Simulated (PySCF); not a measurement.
A side-by-side comparison of computed properties.

First species: C3H10O2Si2.
SMILES: `COC[Si@H]1CO[SiH2]1`

Second species: C3H10O2Si2.
Geometry (GFN2-xTB, Å), atoms numbered from 1 in this order:
```
atom  x, y, z in Å
Si1    3.2115   -0.6963    0.3921
O2     1.6371   -0.4211    0.6746
C3     0.8335    0.6337    0.1933
Si4   -0.9256    0.1678    0.7527
C5    -2.4390    1.1651    0.1095
O6    -3.0087    0.0074   -0.5156
C7    -1.9847   -0.9869   -0.3611
H8     4.0362    0.4147    0.8784
H9     3.3638   -1.9241    1.1525
H10    3.4626   -0.8458   -1.0448
H11    1.1760    1.5782    0.6272
H12    0.9406    0.7206   -0.8922
H13   -0.9362   -0.1604    2.1807
H14   -2.2569    1.9435   -0.6382
H15   -3.1331    1.5631    0.8516
H16   -2.4080   -1.8845    0.0949
H17   -1.5760   -1.2628   -1.3393
```

Levels: wB97X-D/def2-SVPD for dipole moment, HOMO energy, LUMO energy, HOMO–LUMO gap, static isotropic polarisability and electronic spatial extent ⟨r²⟩ about the centre of nuclear charge; TDDFT wB97X-D/def2-SVPD for lowest singlet excitation; TDA wB97X-D/def2-SVPD for lowest triplet excitation (Tamm–Dancoff); GFN2-xTB for rotational constant A and rotational constant C. Geometries: GFN2-xTB. Each structure is a single optimised conformer of the isolated species, non-relativistic unless stated. Electronic properties by PySCF.

The conformers computed, where there is a choice (atom-mapped SMILES and torsion angles):
- `[CH3:1][O:2][CH2:3][Si@H:4]1[CH2:5][O:6][SiH2:7]1`: C1–O2–C3–Si4 -177°, O2–C3–Si4–C5 -178°
- `[SiH3:1][O:2][CH2:3][SiH:4]1[CH2:5][O:6][CH2:7]1`: Si1–O2–C3–Si4 173°, O2–C3–Si4–C5 -171°

Values for the first species:

| Item | Value |
| --- | --- |
| Dipole moment | 2.60 D |
| HOMO energy | -9.48 eV |
| LUMO energy | 1.38 eV |
| HOMO–LUMO gap | 10.86 eV |
| Lowest singlet excitation | 6.34 eV |
| Lowest triplet excitation (Tamm–Dancoff) | 5.56 eV |
| Static isotropic polarisability | 97.9 au |
| Electronic spatial extent ⟨r²⟩ about the centre of nuclear charge | 1572 bohr² |
| Rotational constant A | 4.357 GHz |
| Rotational constant C | 0.746 GHz |

(1) Estimate the same properties for the second species, and the change in each.

Results:

(1) 
```
                                                         property       first      second  second less first
                                                    dipole moment      2.60 D      2.48 D            -0.12 D
                                                      HOMO energy    -9.48 eV    -9.09 eV           +0.39 eV
                                                      LUMO energy     1.38 eV     1.50 eV           +0.12 eV
                                                    HOMO–LUMO gap    10.86 eV    10.59 eV           -0.27 eV
                                        lowest singlet excitation     6.34 eV     6.63 eV           +0.29 eV
                         lowest triplet excitation (Tamm–Dancoff)     5.56 eV     6.45 eV           +0.89 eV
                                  static isotropic polarisability     97.9 au     93.6 au            -4.3 au
electronic spatial extent ⟨r²⟩ about the centre of nuclear charge  1572 bohr²  1732 bohr²         +160 bohr²
                                            rotational constant A   4.357 GHz   5.924 GHz         +1.567 GHz
                                            rotational constant C   0.746 GHz   0.654 GHz         -0.092 GHz
```

On the first: No computed singlet falls in the visible range (750 to 380 nm, 1.65 to 3.26 eV); S1 lies 3.08 eV above its blue end. S1 lies 4.52 eV below the HOMO–LUMO gap; its leading configuration is HOMO→LUMO, weight 0.69.

On the second: The dipole equals about 8.3 × 10⁻³⁰ C·m (1 D = 3.33564 × 10⁻³⁰ C·m). The polarisability is 13.88 Å³ as a volume (1 au = 0.148185 Å³), or 1.30 au for each of the 72 electrons.
